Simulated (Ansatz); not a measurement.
System (SMILES): F[SiH] (F-SiH) (closed-shell singlet).
Atoms: Si1, H2, F3. Bonds: Si1-H2, Si1-F3.

Basis-set convergence of the harmonic zero-point energy at HF with Ansatz (an electronic-structure program). Each level at its own minimum, finite differences of forces, unscaled; the reference is a large set that could be run, not a limit. Cartesian d functions, on some or all atoms, in 6-31G**, 6-31+G*, 6-311G**, 6-311+G**; all else is spherical. The program fits the integrals of some runs and decomposes those of others, by size. Core-valence sets carry the plain set on hydrogen. A restricted Hartree-Fock determinant is unstable towards unrestricted orbitals. No added dispersion term, no relativity. Reference: the value in pcseg-3, 5.64 kcal/mol. Deviations are taken from unrounded values.

```
basis              functions  harmonic zero-point energy (kcal/mol)  minus reference (kcal/mol)
-----------------  ---------  -------------------------------------  --------------------------
STO-3G                    15                                   6.92                        1.29
3-21G                     24                                   5.62                       -0.02
def2-SVP                  37                                   5.70                        0.06
6-31G**                   39                                   5.76                        0.12
6-31+G*                   44                                   5.73                        0.09
6-311G**                  51                                   5.68                        0.04
6-311+G**                 59                                   5.65                        0.02
aug-pcseg-1               59                                   5.61                       -0.03
6-311++G(2d,2p)           72                                   5.61                       -0.03
cc-pV(T+d)Z               83                                   5.62                       -0.01
jun-cc-pV(T+d)Z          101                                   5.61                       -0.03
6-311++G(3df,3pd)        104                                   5.62                       -0.02
def2-TZVPPD              105                                   5.64                        0.00
cc-pCVTZ                 116                                   5.63                       -0.01
aug-cc-pV(T+d)Z          124                                   5.61                       -0.03
cc-pV(Q+d)Z              149                                   5.65                        0.01
def2-QZVPP               157                                   5.64                        0.01
pcseg-3                  157                                   5.64                        0.00
```
